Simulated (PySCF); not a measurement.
C₃H₆AlCl.

```xyz
11

Al     0.6970     0.0103     0.4353
C     -0.2176    -1.7196     0.1699
C     -0.5857    -1.1284    -1.1434
C      0.2793    -0.8567    -2.1532
H     -1.0719    -1.9948     0.7972
H      0.5220    -2.5310     0.1050
H     -1.6009    -0.7192    -1.2264
H      1.3060    -1.2378    -2.1527
H     -0.0426    -0.3003    -3.0361
Cl    -0.4275     1.6891     1.0846
H      2.2376     0.1617     0.1756
```
Charge 0, spin multiplicity 1.

The structure is a stationary point at B3LYP-D3(BJ)/def2-SVP. The structure was generated by enumeration; whether it is a known compound was not checked. One conformer was computed; it need not be the lowest.

Calculation: PBE/pcSseg-1 (PySCF). Non-relativistic, no solvent.

Computed absolute GIAO shielding of each atom: isotropic value and principal components (ppm):
| atom | σ(iso) | σ11 | σ22 | σ33 | span |
|---|---|---|---|---|---|
| Al1 | 426.9 | 339.7 | 398.8 | 542.2 | 202.5 |
| C2 | 152.1 | 128.2 | 159.1 | 169.1 | 41.0 |
| C3 | 39.2 | -66.8 | 24.9 | 159.4 | 226.2 |
| C4 | 63.1 | -32.9 | 68.2 | 154.0 | 187.0 |
| H5 | 29.0 | 26.4 | 26.6 | 34.1 | 7.7 |
| H6 | 29.4 | 25.5 | 26.6 | 36.0 | 10.4 |
| H7 | 24.9 | 23.0 | 24.9 | 26.7 | 3.7 |
| H8 | 26.2 | 22.1 | 25.2 | 31.2 | 9.1 |
| H9 | 25.8 | 23.0 | 25.1 | 29.3 | 6.3 |
| Cl10 | 949.2 | 836.6 | 944.2 | 1066.8 | 230.2 |
| H11 | 26.9 | 22.7 | 25.2 | 32.9 | 10.2 |
